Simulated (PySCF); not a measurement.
C3H3BrF2, SMILES C(/C=C\Br)(F)F.

Geometry optimised at B3LYP-D3(BJ)/def2-SVP. The structure was generated by enumeration; whether it is a known compound was not checked. The values are those of a single conformer.

Two levels are set side by side: TDA-PBE/def2-SVPD (PySCF) and TDA-LC-ωPBE/def2-SVPD (PySCF). Vertical, same geometry. The lowest singlet is HOMO−1→LUMO 100 % with PBE and HOMO→LUMO+1 71 %, HOMO→LUMO+3 12 % with the other functional; states are paired by order. Differences are taken from unrounded values.

```tsv
quantity	TDA-LC-ωPBE	TDA-PBE	TDA-PBE minus TDA-LC-ωPBE
lowest singlet excitation (eV)	6.32	5.33	-0.99
lowest triplet excitation (TDA) (eV)	3.96	4.00	0.04
first bright state (f over 0.05) (eV)	6.98	5.76	-1.22
its oscillator strength	0.29	0.17	-0.12
```

A lower first singlet is the usual sign of a functional without exact exchange. Differences between two approximate levels are no errors against the true value.

Rough cost on one machine, each run with all the roots and properties that it gave: TDA-LC-ωPBE against TDA-PBE about 3 times.
